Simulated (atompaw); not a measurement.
What one change does to a pseudopotential (cerium, PAW (atompaw))

Ce (Z = 58), PAW, made with atompaw 4.2.0.5 (PBE, scalar-relativistic). Core [Kr] 4d10, reference 4f1 5s2 5p6 5d1 6s2 6p0. Waves: 5s (bound): rc 2.70 bohr; 6s (bound): rc 3.00 bohr; 5p (bound): rc 3.00 bohr; 6p (bound, empty): rc 3.00 bohr; 5d (bound): rc 3.00 bohr; 5d channel at 2.35 Ry: rc 3.00 bohr; 4f (bound): rc 1.50 bohr; 4f channel at 3.1 Ry: rc 1.50 bohr. Local part: bessel scheme, radius 2.85 bohr. Core correction: smooth core density matched at 2.55 bohr. Augmentation charge: sinc compensation charge, radius 2.85 bohr; PAW radius 3.00 bohr; waves and projectors: custom rrkj gramschmidtortho.

Change: waves 5s (bound); 6s (bound); 5p (bound); 6p (bound); 5d (bound); 5d channel at 2.35 Ry; 4f (bound); 4f channel at 3.1 Ry; augmentation sinc compensation charge, radius 2.85 bohr; PAW radius 3.00 bohr; waves and projectors: bloechl.

Cutoffs: the cutoffs (Ry, on a coarse ladder) from which the occupation-weighted sum of valence levels, in a spherical-Bessel basis at the reference potential, stays within 10 and 1 mRy of its value at 400 Ry; they do not see the model core or the augmentation charge, which bear on the density cutoff.

What does the change do?

The potential gets softer (55 Ry and 80 Ry → 25 Ry and 30 Ry); the range in which the s phases agree widens (upper end 2.1 → 4.2); the range in which the p phases agree widens (upper end 1.0 → at the end of the scan); neither file shows a bound ghost.

```csv
quantity,base,changed
"cutoff, loose",55 Ry,25 Ry
"cutoff, tight",80 Ry,30 Ry
loose cutoff by channel (10 mRy a level),"s 8 Ry, p 6 Ry, d 8 Ry, f 55 Ry","s 10 Ry, p 12 Ry, d 10 Ry, f 25 Ry"
bound ghosts,none,none
s: phases at 3.01 bohr within 0.05 rad from the reference energy up to (Ry; the scan ends near 5),2.1,4.2
p: phases at 3.01 bohr within 0.05 rad from the reference energy up to (Ry; the scan ends near 5),1.0,to the end of the scan
d: phases at 3.01 bohr within 0.05 rad from the reference energy up to (Ry; the scan ends near 5),to the end of the scan,to the end of the scan
f: phases at 3.01 bohr within 0.05 rad from the reference energy up to (Ry; the scan ends near 5),1.0,0.6
lowest overlap eigenvalue by channel,"s 0.12, p 0.08, d 0.86, f 0.97","s 0.40, p 0.59, d 0.80, f 0.99"
```

 The cutoffs see the waves, projectors and local potential, not the compensation charge or the core.
